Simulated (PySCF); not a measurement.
O4Re (SMILES [O]=[Re-](=[O])(=[O])=[O]), charge -1, singlet, geometry from GFN2-xTB (such geometries of metal compounds can be far from the true shape) (core potentials on Re); DF-B3LYP/def2-TZVP (PySCF).

PySCF was given this input:
```python
from pyscf import gto, scf, dft

mol = gto.Mole()
mol.atom = '''
    Re   -0.00000000   -0.00000000   -0.00000000
    O     1.39815894   -0.28174519   -0.91187613
    O     0.42640792    0.28515594    1.61326043
    O    -0.81278078    1.35112420   -0.61611495
    O    -1.01178608   -1.35453494   -0.08526935
'''
mol.basis = 'def2-tzvp'
mol.ecp = {'Re': 'def2-tzvp'}
mol.charge = -1
mol.verbose = 4
mol.build()

mf = dft.RKS(mol)
mf.xc = 'b3lyp'
mf.diis = False
mf.damp = 0.3
mf.diis_start_cycle = 200
mf.max_cycle = 150
mf = mf.density_fit(auxbasis='def2-universal-jkfit')
mf.kernel()
```

Q: Predict the main parts of the log of this PySCF run.

A: 
```
PySCF version 2.14.0

[INPUT] verbose = 4
[INPUT] num. atoms = 5
[INPUT] num. electrons = 48
[INPUT] charge = -1
[INPUT] spin (= nelec alpha-beta = 2S) = 0
[INPUT] symmetry False subgroup None
[INPUT] Mole.unit = angstrom
[INPUT] Symbol           X                Y                Z      unit          X                Y                Z       unit  Magmom
[...]
nuclear repulsion = 223.552731885347
number of shells = 58
number of NR pGTOs = 250
number of NR cGTOs = 164
basis = def2-tzvp
ecp = {'Re': 'def2-tzvp'}

******** <class 'pyscf.df.df_jk.DFRKS'> ********
method = DFRKS
initial guess = minao
damping factor = 0.3
level_shift factor = 0
DIIS disabled
SCF conv_tol = 1e-09
SCF conv_tol_grad = None
SCF max_cycles = 150
direct_scf = False
XC library pyscf.dft.libxc version 7.1.2
    S. Lehtola, C. Steigemann, M. J. T. Oliveira, and M. A. L. Marques,  SoftwareX 7, 1–5 (2018)
XC functionals = b3lyp
    P. J. Stephens, F. J. Devlin, C. F. Chabalowski, and M. J. Frisch,  J. Phys. Chem. 98, 11623 (1994)
radial grids:
    Treutler-Ahlrichs [JCP 102, 346 (1995); DOI:10.1063/1.469408] (M4) radial grids

becke partition: Becke, JCP 88, 2547 (1988); DOI:10.1063/1.454033
pruning grids: <function nwchem_prune>
grids dens level: 3
symmetrized grids: False
atomic radii adjust function: <function treutler_atomic_radii_adjust>
small_rho_cutoff = 0
Set gradient conv threshold to 3.16228e-05
Initial guess from minao.
tot grids = 80640
******** <class 'pyscf.df.df.DF'> ********
auxbasis = def2-universal-jkfit
init E= -358.927928146666
[...]
cycle= 1 E= -378.581986921979  delta_E= -19.7  |g|=  2.4  |ddm|= 9.56
[...]
cycle= 2 E= -376.885171866305  delta_E=  1.7  |g|= 3.93  |ddm|= 3.22
[...]
cycle= 3 E= -376.05646004965  delta_E= 0.829  |g|= 4.23  |ddm|= 4.47
[...]
cycle= 4 E= -372.382274246459  delta_E= 3.67  |g|= 6.15  |ddm|= 6.43
[...]
cycle= 5 E= -373.369932305158  delta_E= -0.988  |g|= 5.65  |ddm|= 7.13
[...]
cycle= 6 E= -370.007452281216  delta_E= 3.36  |g|= 6.93  |ddm|= 8.16
[...]
cycle= 7 E= -372.270778383475  delta_E= -2.26  |g|= 6.17  |ddm|= 8.35
[...]
cycle= 8 E= -369.285009376732  delta_E= 2.99  |g|= 7.14  |ddm|= 8.66
[...]
cycle= 9 E= -371.9567934483  delta_E= -2.67  |g|= 6.32  |ddm|=  8.7
[...]
cycle= 10 E= -369.089151961572  delta_E= 2.87  |g|= 7.19  |ddm|= 8.79
[...]
cycle= 11 E= -371.873357476083  delta_E= -2.78  |g|= 6.36  |ddm|=  8.8
[...]
cycle= 12 E= -369.037646546775  delta_E= 2.84  |g|=  7.2  |ddm|= 8.82
[...]
cycle= 13 E= -371.851545615841  delta_E= -2.81  |g|= 6.37  |ddm|= 8.82
[...]
cycle= 14 E= -369.02420240375  delta_E= 2.83  |g|= 7.21  |ddm|= 8.83
[...]
cycle= 15 E= -371.845860317437  delta_E= -2.82  |g|= 6.37  |ddm|= 8.83
[...]
cycle= 16 E= -369.020694880222  delta_E= 2.83  |g|= 7.21  |ddm|= 8.83
[...]
cycle= 17 E= -371.84437781363  delta_E= -2.82  |g|= 6.37  |ddm|= 8.83
[...]
cycle= 18 E= -369.019776380819  delta_E= 2.82  |g|= 7.21  |ddm|= 8.83
[...]
cycle= 19 E= -371.843990580859  delta_E= -2.82  |g|= 6.37  |ddm|= 8.83
[...]
cycle= 20 E= -369.019528846177  delta_E= 2.82  |g|= 7.21  |ddm|= 8.83
[...]
cycle= 21 E= -371.843888501123  delta_E= -2.82  |g|= 6.37  |ddm|= 8.83
[...]
cycle= 22 E= -369.019446049944  delta_E= 2.82  |g|= 7.21  |ddm|= 8.83
[...]
cycle= 23 E= -371.843859530672  delta_E= -2.82  |g|= 6.37  |ddm|= 8.83
[...]
cycle= 24 E= -369.019382002078  delta_E= 2.82  |g|= 7.21  |ddm|= 8.83
[...]
cycle= 25 E= -371.843846569658  delta_E= -2.82  |g|= 6.37  |ddm|= 8.83
[...]
cycle= 26 E= -369.019266248228  delta_E= 2.82  |g|= 7.21  |ddm|= 8.83
[...]
cycle= 27 E= -371.84383060481  delta_E= -2.82  |g|= 6.37  |ddm|= 8.83
[...]
cycle= 28 E= -369.019004940522  delta_E= 2.82  |g|= 7.21  |ddm|= 8.83
[...]
cycle= 29 E= -371.843797074895  delta_E= -2.82  |g|= 6.37  |ddm|= 8.83
[...]
cycle= 30 E= -369.01839735329  delta_E= 2.83  |g|= 7.21  |ddm|= 8.83
[...]
cycle= 31 E= -371.843719691027  delta_E= -2.83  |g|= 6.37  |ddm|= 8.83
[...]
cycle= 32 E= -369.016979141918  delta_E= 2.83  |g|= 7.21  |ddm|= 8.83
[...]
[...]
[...]
cycle= 100 E= -304.360407050453  delta_E= 23.6  |g|= 16.6  |ddm|= 26.2
[...]
cycle= 101 E= -327.948785299732  delta_E= -23.6  |g|= 12.9  |ddm|= 26.2
[...]
cycle= 102 E= -304.360407042424  delta_E= 23.6  |g|= 16.6  |ddm|= 26.2
[...]
cycle= 103 E= -327.948785294788  delta_E= -23.6  |g|= 12.9  |ddm|= 26.2
[...]
cycle= 104 E= -304.360407037007  delta_E= 23.6  |g|= 16.6  |ddm|= 26.2
[...]
cycle= 105 E= -327.948785291153  delta_E= -23.6  |g|= 12.9  |ddm|= 26.2
[...]
cycle= 106 E= -304.360407033329  delta_E= 23.6  |g|= 16.6  |ddm|= 26.2
[...]
cycle= 107 E= -327.948785288511  delta_E= -23.6  |g|= 12.9  |ddm|= 26.2
[...]
cycle= 108 E= -304.360407030806  delta_E= 23.6  |g|= 16.6  |ddm|= 26.2
[...]
cycle= 109 E= -327.948785286609  delta_E= -23.6  |g|= 12.9  |ddm|= 26.2
[...]
cycle= 110 E= -304.360407029069  delta_E= 23.6  |g|= 16.6  |ddm|= 26.2
[...]
cycle= 111 E= -327.948785285242  delta_E= -23.6  |g|= 12.9  |ddm|= 26.2
[...]
cycle= 112 E= -304.360407027869  delta_E= 23.6  |g|= 16.6  |ddm|= 26.2
[...]
cycle= 113 E= -327.94878528427  delta_E= -23.6  |g|= 12.9  |ddm|= 26.2
[...]
cycle= 114 E= -304.360407027033  delta_E= 23.6  |g|= 16.6  |ddm|= 26.2
[...]
cycle= 115 E= -327.948785283578  delta_E= -23.6  |g|= 12.9  |ddm|= 26.2
[...]
cycle= 116 E= -304.360407026454  delta_E= 23.6  |g|= 16.6  |ddm|= 26.2
[...]
cycle= 117 E= -327.948785283088  delta_E= -23.6  |g|= 12.9  |ddm|= 26.2
[...]
cycle= 118 E= -304.360407026047  delta_E= 23.6  |g|= 16.6  |ddm|= 26.2
[...]
cycle= 119 E= -327.948785282741  delta_E= -23.6  |g|= 12.9  |ddm|= 26.2
[...]
cycle= 120 E= -304.360407025766  delta_E= 23.6  |g|= 16.6  |ddm|= 26.2
[...]
cycle= 121 E= -327.948785282494  delta_E= -23.6  |g|= 12.9  |ddm|= 26.2
[...]
cycle= 122 E= -304.360407025567  delta_E= 23.6  |g|= 16.6  |ddm|= 26.2
[...]
cycle= 123 E= -327.948785282322  delta_E= -23.6  |g|= 12.9  |ddm|= 26.2
[...]
cycle= 124 E= -304.360407025427  delta_E= 23.6  |g|= 16.6  |ddm|= 26.2
[...]
cycle= 125 E= -327.948785282201  delta_E= -23.6  |g|= 12.9  |ddm|= 26.2
[...]
cycle= 126 E= -304.360407025326  delta_E= 23.6  |g|= 16.6  |ddm|= 26.2
[...]
cycle= 127 E= -327.948785282113  delta_E= -23.6  |g|= 12.9  |ddm|= 26.2
[...]
cycle= 128 E= -304.360407025258  delta_E= 23.6  |g|= 16.6  |ddm|= 26.2
[...]
cycle= 129 E= -327.948785282052  delta_E= -23.6  |g|= 12.9  |ddm|= 26.2
[...]
cycle= 130 E= -304.360407025212  delta_E= 23.6  |g|= 16.6  |ddm|= 26.2
[...]
cycle= 131 E= -327.948785282011  delta_E= -23.6  |g|= 12.9  |ddm|= 26.2
[...]
cycle= 132 E= -304.360407025179  delta_E= 23.6  |g|= 16.6  |ddm|= 26.2
[...]
cycle= 133 E= -327.948785281979  delta_E= -23.6  |g|= 12.9  |ddm|= 26.2
[...]
cycle= 134 E= -304.360407025157  delta_E= 23.6  |g|= 16.6  |ddm|= 26.2
[...]
cycle= 135 E= -327.94878528196  delta_E= -23.6  |g|= 12.9  |ddm|= 26.2
[...]
cycle= 136 E= -304.360407025138  delta_E= 23.6  |g|= 16.6  |ddm|= 26.2
[...]
cycle= 137 E= -327.948785281944  delta_E= -23.6  |g|= 12.9  |ddm|= 26.2
[...]
cycle= 138 E= -304.360407025125  delta_E= 23.6  |g|= 16.6  |ddm|= 26.2
[...]
cycle= 139 E= -327.948785281933  delta_E= -23.6  |g|= 12.9  |ddm|= 26.2
[...]
cycle= 140 E= -304.360407025118  delta_E= 23.6  |g|= 16.6  |ddm|= 26.2
[...]
cycle= 141 E= -327.948785281926  delta_E= -23.6  |g|= 12.9  |ddm|= 26.2
[...]
cycle= 142 E= -304.360407025111  delta_E= 23.6  |g|= 16.6  |ddm|= 26.2
[...]
cycle= 143 E= -327.948785281919  delta_E= -23.6  |g|= 12.9  |ddm|= 26.2
[...]
cycle= 144 E= -304.360407025109  delta_E= 23.6  |g|= 16.6  |ddm|= 26.2
[...]
cycle= 145 E= -327.948785281919  delta_E= -23.6  |g|= 12.9  |ddm|= 26.2
[...]
cycle= 146 E= -304.360407025108  delta_E= 23.6  |g|= 16.6  |ddm|= 26.2
[...]
cycle= 147 E= -327.948785281914  delta_E= -23.6  |g|= 12.9  |ddm|= 26.2
[...]
cycle= 148 E= -304.360407025104  delta_E= 23.6  |g|= 16.6  |ddm|= 26.2
[...]
cycle= 149 E= -327.948785281915  delta_E= -23.6  |g|= 12.9  |ddm|= 26.2
[...]
cycle= 150 E= -304.360407025105  delta_E= 23.6  |g|= 16.6  |ddm|= 26.2
SCF not converged.
SCF energy = -304.360407025105
```

Convergence was not reached.
